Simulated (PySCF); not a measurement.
Work out the structure from these simulated measurements.

Formula: C4H6ClN3.

- NMR, other nuclei: isotropic shieldings of nuclei other than C and H, by class: -97 (1 N), -96 (1 N), 9 (1 N), 813 (1 Cl) ppm [GIAO PBE0/pcSseg-1]
- UV, first state: lowest singlet excitation: 6.04 eV (205 nm, f = 0.197) [TDDFT PBE0/def2-SVPD]
- 1H NMR: chemical shifts (computed TMS as zero) by class: 4.10 (3 H), 2.42 (3 H) ppm [GIAO PBE0/pcSseg-1]
- Polarisability: 81.6 au [PBE0/def2-SVPD]
- Rotational structure: rotational constants A, B, C: 2.980, 1.361, 0.945 GHz [GFN2-xTB]
- Dipole: 1.74 D [PBE0/def2-SVPD]
- Triplet: lowest triplet excitation (Tamm–Dancoff): 4.54 eV [TDA PBE0/def2-SVPD]
- 13C NMR: chemical shifts (computed TMS as zero) by class: 146.2 (1 C), 145.8 (1 C), 41.7 (1 C), 12.0 (1 C) ppm [GIAO PBE0/pcSseg-1]

Electronic properties: PySCF, gas phase, density fitting. Levels stand in brackets. Isolated species at its GFN2-xTB geometry, gas phase. GFN2-xTB frequencies show an imaginary mode (41i cm⁻¹), so this geometry is no minimum at that level. NMR classes are plain means over equivalent atoms (diastereotopic ones count apart unless rotation or inversion swaps them), as if these changed places fast.

Problem. What is the compound? Reason from the data.

Solution. Numbering: `[CH3:1][c:2]1[n:3][n:4]([CH3:5])[n:6][c:7]1[Cl:8]`. Its formula, C4H6ClN3, gives 3 degrees of unsaturation: 1 ring and 2 π bonds in the structure found (Kekulé form). 4 carbons fall into 4 classes; from least to most shielded: substituted aromatic carbon [C2] (146.2 ppm), aromatic C–Cl carbon [C7] (145.8 ppm), N-methyl carbon [C5] (41.7 ppm), benzylic-type carbon [C1] (12.0 ppm). Hydrogen classes from least to most shielded: 3 H on an N-methyl carbon, C5 (4.10 ppm), 3 H on a benzylic-type carbon, C1 (2.42 ppm). The other shieldings belong to: -97 ppm, pyridine-type nitrogen [N3]; -96 ppm, pyridine-type nitrogen [N6]; 9 ppm, pyrrole-type nitrogen [N4]; 813 ppm, aryl chlorine [Cl8]. S1 is mainly HOMO→LUMO (weight 0.94); the largest Löwdin shares of the orbital it empties are 0.21 on the pyrrole-type nitrogen, 0.21 on the aryl chlorine, 0.20 on the aromatic C–Cl carbon and 0.17 on the substituted aromatic carbon, of the orbital it fills 0.26 on a pyridine-type nitrogen, 0.22 on a pyridine-type nitrogen, 0.20 on the pyrrole-type nitrogen and 0.12 on the aromatic C–Cl carbon. By its constants the optimised geometry is an asymmetric top. Structure: `CC1=NN(C)N=C1Cl`. Computed isomers that give other values at the same levels: `CCn1cc(Cl)nn1` (13C chemical shifts (computed TMS as zero) by class: 147.6 (1 C), 126.4 (1 C), 47.2 (1 C), 20.5 (1 C) ppm); `CCn1ncc(Cl)n1` (13C chemical shifts (computed TMS as zero) by class: 147.6 (1 C), 137.2 (1 C), 52.3 (1 C), 19.3 (1 C) ppm); `CCn1nncc1Cl` (13C chemical shifts (computed TMS as zero) by class: 136.2 (1 C), 135.8 (1 C), 44.7 (1 C), 17.9 (1 C) ppm). The assignments are read from this structure; whether some other isomer fits the data as well wasn't checked.
